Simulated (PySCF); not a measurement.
**How the method moves the HOMO and LUMO of `Nc1cccc(Cl)c1`**

Compound: C6H6ClN.
SMILES with atom numbers: `[NH2:1][c:2]1[cH:3][cH:4][cH:5][c:6]([Cl:7])[cH:8]1` (hydrogens: H9, H10 on N1; H11 on C3; H12 on C4; H13 on C5; H14 on C8)

Geometry (PBE0-D3(BJ)/def2-SVP, Å), atoms numbered from 1 in this order:
```
atom  x, y, z in Å
N1     2.163   -0.608   -0.034
C2     0.806   -0.385    0.006
C3     0.276    0.903   -0.191
C4    -1.098    1.107   -0.194
C5    -1.990    0.053   -0.002
C6    -1.459   -1.220    0.194
Cl7   -2.530   -2.564    0.440
C8    -0.088   -1.452    0.201
H9     2.764    0.190    0.116
H10    2.503   -1.462    0.387
H11    0.956    1.745   -0.348
H12   -1.488    2.116   -0.348
H13   -3.069    0.206   -0.002
H14    0.286   -2.466    0.355
```

Basis pcSseg-1 throughout (PySCF), one geometry. Geometry: PBE0-D3(BJ)/def2-SVP; no solvent, vibrations or thermal averaging.

Question: How do the orbital energies, the gap and the dipole change with the method?

Answer: 
```
 method                    kind  HOMO (eV)  LUMO (eV)  gap (eV)  μ (D)  SCF cycles
  B97-D                     GGA      -5.07      -1.11      3.96   3.18          15
   OPBE                     GGA      -5.11      -1.11      3.99   3.21          15
    KT3                     GGA      -5.14      -1.14      4.00   3.13          15
    KT2                     GGA      -5.16      -1.19      3.97   3.16          15
   BP86                     GGA      -5.23      -1.31      3.92   3.21          15
  B3LYP           global hybrid      -5.95      -0.52      5.42   3.15          14
   PBE0           global hybrid      -6.18      -0.36      5.81   3.18          14
     HF            Hartree–Fock      -8.26       3.17     11.43   3.12          12
LC-wPBE  range-separated hybrid      -8.63       1.69     10.32   3.14          14
```

The HOMO spans 3.56 eV, from B97-D down to LC-wPBE, and the gap runs from 3.92 eV (BP86) to 11.43 eV (HF). Over the methods B97-D (0 %), OPBE (0 %), KT3 (0 %), KT2 (0 %), BP86 (0 %), B3LYP (20 %), PBE0 (25 %), HF (100 %), a straight line through the gap against the share of exact exchange rises by 0.75 eV for each 10 % (correlation coefficient 1.000). The dipole ranges from 3.12 D (HF) to 3.21 D (OPBE). This basis has no diffuse functions.

The vertical ΔSCF ionisation energy at CAM-B3LYP/def2-SVPD is 8.08 eV; −ε(HOMO) comes closest to it with HF (8.26 eV).
